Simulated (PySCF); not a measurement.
## Spinor energies of Hg³⁺ (mercury, charge +3)

Start: [Xe] 4f14 5d9; 5d3/2 filled at m_j = -3/2, -1/2, +1/2, +3/2; 5d5/2 filled at m_j = -3/2, -1/2, +1/2, +3/2, +5/2. Calculated with PySCF 2.14 in x2c-TZVPall-2c (11s11p10d2f, 108 functions): generalised Hartree-Fock with the X2C-1e Hamiltonian and a Gaussian nucleus; one run each with spin-orbit coupling (SO) switched off, then screened by Boettger's factors.

| spinor shell | electrons | ε, spin-free (eV) | ε, screened SO (eV) | weight of nominal j (screened SO) | rms radius, screened SO (bohr) |
| --- | --- | --- | --- | --- | --- |
| 1s1/2 | 2 | -83606.2 | -83572.5 | 1.000 | 0.0187 |
| 2s1/2 | 2 | -15000.9 | -14990.1 | 1.000 | 0.0755 |
| 2p1/2 | 2 | -12954.7 | -14359.5 | 1.000 | 0.0639 |
| 2p3/2 | 4 | -12954.7 | -12406.3 | 1.000 | 0.0720 |
| 3s1/2 | 2 | -3656.1 | -3652.5 | 1.000 | 0.193 |
| 3p1/2 | 2 | -3055.8 | -3369.6 | 1.000 | 0.184 |
| 3p3/2 | 4 | -3055.8 | -2930.6 | 1.000 | 0.201 |
| 3d3/2 | 4 | -2413.2 | -2467.7 | 1.000 | 0.176 |
| 3d5/2 | 6 | -2413.2 | -2374.0 | 1.000 | 0.180 |
| 4s1/2 | 2 | -868.36 | -867.18 | 1.000 | 0.424 |
| 4p1/2 | 2 | -668.24 | -744.85 | 1.000 | 0.429 |
| 4p3/2 | 4 | -668.24 | -637.36 | 1.000 | 0.463 |
| 4d3/2 | 4 | -425.24 | -437.15 | 1.000 | 0.475 |
| 4d5/2 | 6 | -425.24 | -416.36 | 1.000 | 0.486 |
| 5s1/2 | 2 | -172.72 | -172.50 | 1.000 | 0.969 |
| 4f5/2 | 6 | -154.09 | -155.94 | 0.999 | 0.525 |
| 4f7/2 | 8 | -154.09 | -151.70 | 0.999 | 0.527 |
| 5p1/2 | 2 | -116.29 | -130.51 | 0.999 | 1.04 |
| 5p3/2 | 4 | -116.29 | -110.49 | 0.999 | 1.13 |
| 5d3/2 | 4 | -49.507 | -50.973 | 0.973 | 1.45 |
| 5d5/2 | 5 | -49.507 | -48.398 | 0.978 | 1.50 |

```json
{"quantity": "E (hartree)", "spin-free": "-19605.44343", "screened SO": "-19637.52047"}
{"quantity": "M_J", "spin-free": "5/2", "screened SO": "5/2"}
{"quantity": "⟨J²⟩", "spin-free": "8.765", "screened SO": "8.768"}
{"quantity": "⟨L²⟩", "spin-free": "6.012", "screened SO": "6.189"}
{"quantity": "⟨S²⟩", "spin-free": "0.753", "screened SO": "0.929"}
```

Each row is a mean over spinors that exchange with the open shell spreads, by up to 5.026 eV (5p3/2).

Breit and QED terms are absent; they matter most for the inner s and p1/2 levels.

Densities and radii are taken from the X2C orbitals without a picture-change correction, which distorts them close to the nucleus.

Without spin-orbit coupling the j labels of p, d and f shells carry no meaning; the spin-free column gives the mean over the occupied spinors of each nl shell.
